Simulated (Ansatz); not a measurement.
Relaxed structures of MgHTeBr, singlet (PBE0-D4/def2-TZVP; forces vanish, vibrations not checked; lower isomers may exist, and structures with a doubtful reference or unclear bonds are left out; Å). Computed with Ansatz 0.2.0 (basis: def2-TZVPP); correlated methods freeze the cores. Filled d shells of the heavier atoms are correlated. Core potentials replace the inner electrons of the atoms past krypton. The outer core shell of Li, Na, Mg and K is correlated. The def2 sets are not built for correlating such inner shells, so the correlated values are less sure here.

Q: Rank them by CCSD(T) energy, lowest first, and give each one's height above the lowest. Links in brackets join atoms within 1.22 times the sum of their covalent radii (1.1 for two metals). (An estimate is asked for; the value comes from the calculation.)
A.
MgHTeBr ([Mg][TeH][Br])
```
4
angstrom
Br 4.5211 -0.5269 -0.7417
Mg -0.8350 0.4936 0.0051
Te 2.0015 0.1333 -0.4521
H 1.6184 -1.3682 0.1399
```
B.
MgHTeBr ([Br][Mg][TeH])
```
4
angstrom
Br -2.9525 0.7134 0.3458
Mg -0.6650 0.4605 -0.0232
Te 1.8972 0.1902 -0.4413
H 1.7203 -1.3640 0.1186
```
C.
MgHTeBr ([Mg][Br][TeH])
```
4
angstrom
Br -0.6612 0.4976 -0.0366
Mg -3.2178 0.7711 0.3791
Te 1.9990 0.1451 -0.4462
H 1.8800 -1.4138 0.1037
```

A: The calculation gives: B (0.000 eV), A (2.942 eV), C (2.998 eV). Heights count from the lowest.

The T1 diagnostic stays at or below 0.024. The restricted Hartree–Fock reference is unstable towards an unrestricted one at one or more of these structures. A large double-excitation amplitude points to some diradical character; no triplet was computed.

For scale, one of the runs: CCSD(T)/def2-TZVPP, 144 basis functions, launched by `ansatz run in.yaml --threads 2 --pin off --events-out ev --progress --plain --max-ram 4352MiB`. Hardware: 2 CPU threads of an Arm Neoverse V2, shared host. Wall time 74 s; peak host memory 1.1 GiB.
